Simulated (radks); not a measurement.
Problem. Species: Ta4+. Configuration: [Xe] 4f14 5d1. Calculated with a radial shooting solver on a logarithmic mesh with Libxc functionals: scalar-relativistic Kohn-Sham, PBE, spin-polarised, spherical densities, finite nucleus; open shells are filled with parallel spins first (spin-orbit coupling, left out, can overturn this in heavy ions); Fermi nuclear charge, rms radius 5.3507 fm. Some entries of the table are withheld. Estimate them.

orbital  occ.  eigenvalue (Ry)  <r> (bohr)  <r^2> (bohr^2)
1s down     1        -4953.019     0.01867       0.0004788
1s up       1        -4953.019     0.01867       0.0004788
2s up       1        -853.6243     0.07896        0.007376
2s down     1        -853.6204     0.07896        0.007376
2p up       3        -748.6189     0.07057        0.006083
2p down     3        -748.6159     0.07057        0.006083
3s up       1        -197.9481      0.2048         0.04795
3s down     1        -197.9474      0.2048         0.04795
3p up       3        -166.7017      0.2049         0.04865
3p down     3        -166.7008      0.2049         0.04865
3d up       5        -130.1989      0.1856         0.04038
3d down     5        -130.1966      0.1856         0.04038
4s up       1        -42.83380      0.4588          0.2377
4s down     1        -42.83088      0.4588          0.2377
4p up       3        -32.58161      0.4877          0.2706
4p down     3        -32.57895      0.4877          0.2706
4d up       5        -19.44559      0.5231          0.3174
4d down     5        -19.44226      0.5231          0.3172
5s up       1         -8.46254       1.092           1.338
5s down     1         -8.42133       1.089           1.331
5p up       3         -5.95200       1.264           1.801
5p down     3         -5.89679       1.260           1.791
4f up       7         -4.92649         (1)             (2)
4f down     7         -4.91702         (3)             (4)
5d up       1         -3.05664       1.734           3.441
5d down     0         -2.98665       1.731           3.433

Solution. 
(1) 4f up <r> (bohr): 0.6357
(2) 4f up <r^2> (bohr^2): 0.5108
(3) 4f down <r> (bohr): 0.6336
(4) 4f down <r^2> (bohr^2): 0.5066
